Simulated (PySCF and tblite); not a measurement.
Results of a calculation; reference values are marked as such.
System: C₆H₉N₃Si, numbered as in [CH3:1][C@H:2]([SiH2:3][C:4]#[N:5])[c:6]1[cH:7][n:8][nH:9][cH:10]1.

For the rotation about the C6–C2 bond (torsion C7–C6–C2–C1 from -133° to 58°, rising): electronic barrier 2.59 kcal/mol, zero-point change -0.03 kcal/mol, thermal and entropy terms at 400 K a further 1.18 kcal/mol (symmetry numbers apart). The minimum is C1, the saddle C1. Geometries: GFN2-xTB; energies: PBE0/pcSseg-1 + D3(BJ), IEF-PCM dichloromethane; zero-point and thermal terms from GFN2-xTB harmonic modes (soft modes blended into free rotors). Rate constants are transition-state-theory values, counting equivalent paths, without tunnelling. Programs: tblite and PySCF.

How many equivalent paths lead out of the minimum?

1: the symmetry number of the minimum is 1, that of the saddle displaced along its mode 1.

Work out the rate at 400 K.

ΔG‡ = 3.74 kcal/mol; k_B T/h = 8.3×10¹² s⁻¹; exp(−ΔG‡/RT) = 0.009; times 1 gives k = 7.6×10¹⁰ s⁻¹. Wigner's tunnelling factor for the 38i cm⁻¹ mode would be 1.00.
